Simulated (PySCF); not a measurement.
Ar(2+): excitation energy

Ar(2+) [Ne] 3s2 3p4 (3P) → Ar(2+) [Ne] 3s1 3p5 (3P), as a difference of total energies. Calculation: PySCF 2.14, in aug-cc-pwCVTZ; the non-relativistic Hamiltonian (point nucleus). Correlated levels: valence: [Ne] frozen; valence and next inner shell: 1s2 frozen; nothing frozen. The calculations carry no spin-orbit coupling.

```tsv
method	excitation energy (eV)
UHF	17.054
LDA	14.553
PBE	14.652
PBE0	15.277
r2SCAN	15.035
BHandHLYP	15.888
M06-L	15.158
MN15	14.161
M06	15.201
MP2 (valence)	15.544
SCS-MP2 (valence)	15.354
MP2 (valence and next inner shell)	15.461
SCS-MP2 (valence and next inner shell)	15.281
MP2 (all electrons)	15.451
SCS-MP2 (all electrons)	15.275
```

How much does correlation contribute at MP2 (all electrons)?

15.451 − (17.054) = -1.603 eV, measured against UHF.
